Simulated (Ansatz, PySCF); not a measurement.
Noncovalent pair: CH4 (SMILES C) (first 5 atoms) with H4OSi (SMILES O[SiH3]); geometry from B3LYP-D3(BJ)/def2-TZVP, rigid monomers moved along the line of their centres of mass till C1···H8 is 2.34 Å.
(charge 0, multiplicity 1):
```xyz
11

C      0.192    -0.020     0.486
H     -0.764    -0.219     0.968
H      0.064    -0.053    -0.595
H      0.547     0.971     0.769
H      0.916    -0.782     0.778
O      1.015     0.214     3.543
Si    -0.550     0.078     4.054
H      1.179     0.184     2.597
H     -1.399     1.170     3.516
H     -0.504     0.158     5.528
H     -1.153    -1.213     3.638
```

Monomers are frozen at their geometry in the pair; levels with a basis set take the counterpoise correction. Rows marked so take none.

Rows in 6-31G* carry no dispersion term and start afresh at each structure (6-31G* with six Cartesian d functions).

Codes used: Ansatz (a program for electronic structure); PySCF for 6-31G* rows, the dispersion terms. 

Problem. One of these levels gives 2.16 kcal/mol for the interaction energy. Name it.
A) BP86/6-31G* (no counterpoise)
B) HF/6-31G*
C) B3LYP-D4/def2-TZVPPD
D) B3LYP/6-31G*

Solution. B, HF/6-31G*. The others give 0.35 (BP86/6-31G* (no counterpoise)), 1.03 (B3LYP/6-31G*), -1.05 (B3LYP-D4/def2-TZVPPD)
